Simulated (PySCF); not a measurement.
ClSi, SMILES [Si]Cl (connectivity only; charge and spin as stated), neutral, multiplicity 2.

Coordinates come from a B3LYP-D3(BJ)/def2-TZVPD optimisation.

All values below come from M06-2X/def2-TZVPD (PySCF).

Gas-phase values at a fixed geometry.

```
Item                                                              Result
-----------------------------------------------  -----------------------
total energy                                          -749.64960 hartree
point group                                                          C∞v
α spin, highest occupied and lowest empty level       -5.95 and -2.22 eV
β spin, highest occupied and lowest empty level       -9.86 and -1.99 eV
dipole moment                                                     1.09 D
⟨S²⟩                                             0.754 (pure state 0.75)
```
